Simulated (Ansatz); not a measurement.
A nudged elastic band was laid between two geometries of H₃OSTe (6 atoms, charge 1, multiplicity 1).

These are results of RKS B3LYP-D4/def2-SVP in Ansatz 0.2.0, not measurements.

```
movable images  : 7
climbing image  : yes
spring          : 5.0 eV/Å²
optimiser       : quadratic models (default)
start path      : through a guess of the saddle point
force threshold : 0.05 eV/Å
iteration limit : 50
end points      : relaxed
```

Image 0:

```xyz
6
Properties=species:S:1:pos:R:3
O -1.194 0.359 -0.586
S 0.673 -0.804 -0.571
Te 1.298 -0.960 1.617
H -1.912 -0.180 -0.969
H -1.092 1.139 -1.165
H 2.227 0.446 1.675
```

Image 8:

```xyz
6
Properties=species:S:1:pos:R:3
O -1.064 0.464 -0.488
S 1.190 -0.637 0.017
Te 1.213 -1.672 2.066
H -1.617 -0.133 -1.019
H -1.114 1.316 -0.953
H 1.392 0.663 0.376
```

Task: Which bonds break or form, and what moves?

Result: Bonds broken: Te3–H6. Bonds formed: S2–H6.

Task: Give the energies along the band, and the barrier.

Result: It converged. The highest image is number 4 of 0 to 8, 1.47 eV above the first end and 1.42 eV above the last; the last end lies 0.05 eV above the first. A vibrational analysis at the climbing image gives one clearly imaginary mode, 1299i cm⁻¹: a first-order saddle point. The orbitals stay closed-shell, which can raise the energy where a bond breaks towards radicals; this wasn't checked here. Limits of this set-up: the dipole of an ion depends on the origin.

```csv
image,path coordinate (Å),energy (eV),Te3–H6 (Å),S2–H6 (Å)
0,0.00,0.00,1.69,3.00
1,0.32,0.04,1.67,2.86
2,0.65,0.35,1.65,2.51
3,0.97,0.99,1.67,2.11
4,1.29,1.47,1.80,1.71
5,1.57,1.06,2.06,1.44
6,1.84,0.48,2.38,1.35
7,2.12,0.13,2.70,1.36
8,2.39,0.05,2.89,1.36
```

Task: What is the geometry of the highest image?

Result: 
```xyz
6
Properties=species:S:1:pos:R:3
O -1.138 0.393 -0.512
S 0.945 -0.630 -0.323
Te 1.326 -1.104 1.970
H -1.746 -0.182 -1.012
H -1.070 1.218 -1.026
H 1.683 0.306 0.903
```

Task: What are the harmonic wavenumbers there?

Result: 1299i, 80, 162, 254, 258, 396, 522, 536, 1585, 1684, 3698, 3802 cm⁻¹.

The run took 2.3 min on 1 thread of Arm Neoverse V2, on a shared host, peak memory 0.14 GiB.
